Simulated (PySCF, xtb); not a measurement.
Ga(Me)(SeH)2 (CH5GaSe2), SMILES [CH3][Ga]([SeH])[SeH].

GFN2-xTB run with xtb 6.7.1 at its own geometry gives an orbital gap of 3.31 eV and a dipole moment of 3.26 D.

The structure is a stationary point at ωB97X-D3(BJ)/def2-SVP. Other conformers were not sampled.

Question: What does PBE/def2-TZVP run with PySCF give? (Estimate from the structure and the level; the computed values follow.)

Answer: gap 4.30 eV (levels -5.88 and -1.58 eV), dipole 1.58 D.
